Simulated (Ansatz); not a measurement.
Ansatz (a quantum-chemistry and plane-wave program) input (B3LYP-D3(BJ)/def2-TZVP):

Ansatz 0.2 input:
```yaml
crystal:
  periodic: [false, false, false]
  atoms:
    - {symbol: Re, position_ang: [0.19313045, -0.04274242, 0.07686801]}
    - {symbol: O, position_ang: [1.42798945, -0.41233149, -0.94477795]}
    - {symbol: O, position_ang: [0.60711501, -0.03348618, 1.66865998]}
    - {symbol: F, position_ang: [-0.80289701, 1.42771473, -0.43302497]}
    - {symbol: F, position_ang: [-1.37035875, -0.95324709, -0.29783404]}
basis:
  gaussian:
    orbitals: def2-TZVP
hamiltonian:
  xc: b3lyp
  dispersion: d3bj
magnetization: {spin_polarized: true, initial_magnetization: 1}
relax: {f_tol: 0.002, max_steps: 150}
```

Output:

```
Functional definition: B3LYP
integrals: 0.07 GiB planned
991 factors; their error is unknown
mean field: 0.95 GiB planned
mean field evaluation 1: about -11648.0482 eV, gradient 7.7e1 eV
mean field evaluation 2: about -11467.3061 eV, gradient 2.2e2 eV
mean field evaluation 4: about -11664.6607 eV, gradient 2.4e1 eV
mean field evaluation 8: about -11666.3759 eV, gradient 1.8e-1 eV
mean field evaluation 16: about -11666.4078 eV, gradient 9.1e-4 eV
mean field -11666.40781753 eV, -428.7325795188 hartree, gradient 3.6e-5 eV, S^2 0.753455; 0 other end points of the search recorded, 0 dependent functions left out
the calculation of the forces begins
reference -11666.40803495 eV, -428.7325875090 hartree; 25, 24 occupied and 139, 140 virtual orbitals, 991 factors
relax step   1: F+E_penalty+E_count = -11666.58292103 eV  Δ(F+E_penalty+E_count) = +0.000e0 eV  max|allowed force component| = 3.344e0 eV/Å  Δτ_max = 0.0000 Å  (35 SCF iters, accepted)
these checks for a lower state are left out or cut short: starts, cluster_reference, orbital_swaps, neighbouring_geometries, increment
integrals: 0.07 GiB planned
991 factors; their error is unknown
mean field: 0.94 GiB planned
mean field -11666.60602965 eV, -428.7398636801 hartree, gradient 1.5e-5 eV, S^2 0.754381; 0 other end points of the search recorded, 0 dependent functions left out
the calculation of the forces begins
reference -11666.60624630 eV, -428.7398716417 hartree; 25, 24 occupied and 139, 140 virtual orbitals, 991 factors
relax step   2: F+E_penalty+E_count = -11666.77929682 eV  Δ(F+E_penalty+E_count) = -1.964e-1 eV  max|allowed force component| = 8.037e-2 eV/Å  Δτ_max = 0.0566 Å  (45 SCF iters, accepted)
these checks for a lower state are left out or cut short: starts, cluster_reference, orbital_swaps, neighbouring_geometries, increment
integrals: 0.07 GiB planned
991 factors; their error is unknown
mean field: 0.94 GiB planned
mean field evaluation 32: about -11666.6066 eV, gradient 2.6e-5 eV
mean field -11666.60655584 eV, -428.7398830173 hartree, gradient 1.7e-5 eV, S^2 0.754388; 0 other end points of the search recorded, 0 dependent functions left out
the calculation of the forces begins
reference -11666.60677231 eV, -428.7398909723 hartree; 25, 24 occupied and 139, 140 virtual orbitals, 991 factors
relax step   3: F+E_penalty+E_count = -11666.77980247 eV  Δ(F+E_penalty+E_count) = -5.057e-4 eV  max|allowed force component| = 2.051e-2 eV/Å  Δτ_max = 0.0051 Å  (41 SCF iters, accepted)
these checks for a lower state are left out or cut short: starts, cluster_reference, orbital_swaps, neighbouring_geometries, increment
integrals: 0.07 GiB planned
991 factors; their error is unknown
mean field: 0.94 GiB planned
mean field -11666.60663277 eV, -428.7398858443 hartree, gradient 1.2e-5 eV, S^2 0.754380; 0 other end points of the search recorded, 0 dependent functions left out
the calculation of the forces begins
reference -11666.60684921 eV, -428.7398937982 hartree; 25, 24 occupied and 139, 140 virtual orbitals, 991 factors
relax step   4: F+E_penalty+E_count = -11666.77988733 eV  Δ(F+E_penalty+E_count) = -8.486e-5 eV  max|allowed force component| = 8.272e-3 eV/Å  Δτ_max = 0.0028 Å  (41 SCF iters, accepted)
these checks for a lower state are left out or cut short: starts, cluster_reference, orbital_swaps, neighbouring_geometries, increment
integrals: 0.07 GiB planned
991 factors; their error is unknown
mean field: 0.94 GiB planned
mean field -11666.60665759 eV, -428.7398867565 hartree, gradient 1.2e-5 eV, S^2 0.754378; 0 other end points of the search recorded, 0 dependent functions left out
the calculation of the forces begins
reference -11666.60687401 eV, -428.7398947099 hartree; 25, 24 occupied and 139, 140 virtual orbitals, 991 factors
relax step   5: F+E_penalty+E_count = -11666.77991592 eV  Δ(F+E_penalty+E_count) = -2.859e-5 eV  max|allowed force component| = 4.395e-4 eV/Å  Δτ_max = 0.0034 Å  (41 SCF iters, accepted)
integrals: 0.07 GiB planned
991 factors; their error is unknown
mean field: 0.94 GiB planned
mean field evaluation 64: about -11666.6067 eV, gradient 2.1e-2 eV
mean field -11666.60665759 eV, -428.7398867565 hartree, gradient 1.8e-5 eV, S^2 0.754378; 1 other end points of the search recorded, 0 dependent functions left out
the calculation of the forces begins
reference -11666.60687401 eV, -428.7398947099 hartree; 25, 24 occupied and 139, 140 virtual orbitals, 991 factors
Total energy: -11666.78013234 eV, -428.7462618360 hartree
Atom 0 at     0.176351    -0.038978     0.071146 Å, force    -0.000439     0.000071    -0.000156 eV/Å
Atom 1 at     1.452789    -0.412660    -0.974992 Å, force     0.000205     0.000211    -0.000165 eV/Å
Atom 2 at     0.607158    -0.038657     1.707527 Å, force    -0.000025    -0.000237     0.000233 eV/Å
Atom 3 at    -0.791690     1.481103    -0.445394 Å, force     0.000170    -0.000238    -0.000215 eV/Å
Atom 4 at    -1.389629    -1.004899    -0.288396 Å, force     0.000089     0.000193     0.000303 eV/Å
Dipole moment:     0.081523    -0.017826     0.028185 e Å
```

The spin state was set by rule; other spins were not relaxed.
